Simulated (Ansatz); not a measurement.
Geometry optimisation, Ansatz 0.2.0, RHF/def2-SVP.

Input file:

```yaml
crystal:
  periodic: [false, false, false]
  atoms:
    - { symbol: "N", position_ang: [-1.2242, 0.2262, -0.8488] }
    - { symbol: Sn, position_ang: [0.3275, -0.8212, -0.1643] }
    - { symbol: S, position_ang: [1.1433, 0.2035, 1.8423] }
    - { symbol: H, position_ang: [-0.8423, 1.2419, -1.0691] }
    - { symbol: H, position_ang: [-1.5444, -0.1572, -1.7939] }
    - { symbol: H, position_ang: [2.1821, -0.7571, 1.9876] }
basis:
  gaussian: { orbitals: def2-SVP }
hamiltonian:
  xc: hf
relax:
  f_tol: 0.015
  max_steps: 40
output:
  orbitals: {}
```

Command:

```bash
$ ansatz run input.yaml --threads 1 --pin off --max-ram 2048MiB --backend cpu --events-out ev --progress --plain --runs-dir out
```

Problem. Where does it end, and by what steps?

Solution. The run converged. After 6 steps the energy has fallen by 0.936 eV; H4 moved furthest, 0.42 Å.

| step | energy less start (eV) | largest force component (eV/Å) | accepted |
| --- | --- | --- | --- |
| 0 | 0.0000 | 3.442 | yes |
| 1 | -0.6052 | 1.385 | yes |
| 2 | -0.7349 | 0.867 | yes |
| 3 | -0.8920 | 0.424 | yes |
| 4 | -0.9349 | 0.088 | yes |
| 5 | -0.9138 | 0.314 | no |
| 6 | -0.9360 | 0.011 | yes |

```xyz
6
Properties=species:S:1:pos:R:3
N -0.916 0.214 -0.990
Sn 0.263 -1.211 -0.195
S 1.200 0.314 1.510
H -0.980 1.166 -0.680
H -1.525 0.047 -1.769
H 1.999 -0.594 2.078
```

Whether the end is a true minimum wasn't checked by a vibrational analysis.

Run time: 11 s on 1 thread of Arm Neoverse V2, on a shared host, peak memory 0.13 GiB.
